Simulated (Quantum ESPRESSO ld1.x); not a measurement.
Species: the xenon ion Xe4+. Configuration: [Kr] 4d10 5s2 5p2. All-electron calculation, scalar-relativistic Kohn-Sham, BLYP, spin-unpolarised, spherical densities, point nucleus. Program: ld1.x of Quantum ESPRESSO 7.5.

Radial electron density D(r) = 4 pi r^2 rho(r):

```
   r/bohr * D(r) (the largest magnitude, 91.3, reaches the edge; | marks zero)
 0.003769 |          *
 0.004318 |            *
 0.004987 |               *
 0.005713 |                  *
 0.006545 |                     *
 0.007559 |                         *
  0.00866 |                            *
     0.01 |                                *
  0.01146 |                                   *
  0.01323 |                                      *
  0.01516 |                                        *
  0.01751 |                                         *
  0.02006 |                                         *
  0.02317 |                                        *
  0.02654 |                                       *
  0.03065 |                                     *
  0.03512 |                                    *
  0.04024 |                                    *
  0.04647 |                                       *
  0.05324 |                                           *
  0.06148 |                                                *
  0.07044 |                                                    *
  0.08135 |                                                      *
   0.0932 |                                                     *
   0.1076 |                                                *
   0.1233 |                                           *
   0.1424 |                                       *
   0.1632 |                                      *
   0.1869 |                                         *
   0.2159 |                                             *
   0.2473 |                                             *
   0.2857 |                                         *
   0.3273 |                                *
    0.378 |                      *
    0.433 |                *
   0.5001 |              *
   0.5729 |                *
   0.6617 |                 *
   0.7581 |                *
   0.8755 |             *
    1.003 |         *
    1.149 |      *
    1.327 |   *
     1.52 |  *
    1.756 | *
    2.012 | *
    2.323 |*
    2.662 |*
    3.074 *
    3.522 *
    4.067 *
     4.66 *
    5.382 *
```

D(r) has 4 maxima, at r = 0.0187, 0.0827, 0.236, 0.672 bohr, and minima at 0.0363, 0.156, 0.492 bohr, inside which lie 1.98, 11.18, 28.94 electrons.
